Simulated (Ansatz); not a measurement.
Input for Ansatz (an electronic-structure program): U-B3LYP/cc-pV(T+d)Z on C2H6O3Si (SMILES C=C[Si](O)(O)O), a point of a bond scan (R = 1.479 Å). Files ending in .json are basis or fitting sets from the Basis Set Exchange.

Ansatz 0.2 input:
```yaml
crystal:
  periodic: [false, false, false]
  atoms:
    - {symbol: C, position_ang: [1.82264465, -0.68935099, 0.80091758]}
    - {symbol: C, position_ang: [1.09870483, -0.27283259, -0.23648545]}
    - {symbol: Si, position_ang: [-0.32412833, 0.12082142, -0.13970406]}
    - {symbol: O, position_ang: [-0.95966322, -0.34974084, 1.30630818]}
    - {symbol: O, position_ang: [-0.57978416, 1.74045579, -0.21515797]}
    - {symbol: O, position_ang: [-1.05942974, -0.54669044, -1.44193311]}
    - {symbol: H, position_ang: [1.39771132, -0.77427642, 1.79567590]}
    - {symbol: H, position_ang: [2.86942032, -0.95899931, 0.70815154]}
    - {symbol: H, position_ang: [1.58567479, -0.20545670, -1.20637299]}
    - {symbol: H, position_ang: [-0.93814495, -1.28535819, 1.52139474]}
    - {symbol: H, position_ang: [-0.52498699, 2.23629196, 0.60551097]}
    - {symbol: H, position_ang: [-1.92458192, -0.20659331, -1.68590263]}
basis:
  gaussian:
    orbitals: cc-pV_T+d_Z.json
hamiltonian:
  xc: {name: B3LYP}
magnetization: {spin_polarized: true, initial_magnetization: 0}
```

**Question.** Predict the final total energy.

**Answer.** -595.2004 hartree.

**Question.** How many basis functions does it have, and what does it roughly cost on one machine?

**Answer.** 273 functions; very roughly 24 core-seconds.
